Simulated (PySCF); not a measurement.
Si(OH)3(NH2) (H₅NO₃Si), SMILES [Si](O)(O)(N)O.

Coordinates come from a ωB97X-D3(BJ)/def2-SVP optimisation. A frequency run showed that this geometry is not a minimum. One conformer was computed; it need not be the lowest.

Two levels are set side by side: PBE/def2-TZVP (PySCF) and CAM-B3LYP/def2-TZVP (PySCF). Same geometry, gas phase. Differences are taken from unrounded values.

```
quantity                       PBE
---------------------------  -----
orbital gap (eV)              5.91
highest occupied level (eV)  -6.38
lowest empty level (eV)      -0.47
dipole moment (D)             2.13
mean polarisability (bohr³)   42.6
```

Question: These are the PBE values. What does CAM-B3LYP give? (The exact figures need the calculation; the answer reports its results.)

Answer: 
| quantity | CAM-B3LYP | PBE minus CAM-B3LYP |
|---|---|---|
| orbital gap (eV) | 10.55 | -4.64 |
| highest occupied level (eV) | -9.41 | 3.03 |
| lowest empty level (eV) | 1.14 | -1.61 |
| dipole moment (D) | 2.25 | -0.13 |
| mean polarisability (bohr³) | 39.7 | 3.0 |

PBE's occupied levels lie high since its potential decays too fast outside the molecule; exact exchange lowers them and widens the gap. PBE's more diffuse valence density responds more strongly to a field. Differences between two approximate levels are no errors against the true value.

Rough cost on one machine, each run with all the roots and properties that it gave: CAM-B3LYP against PBE within a factor of 2.
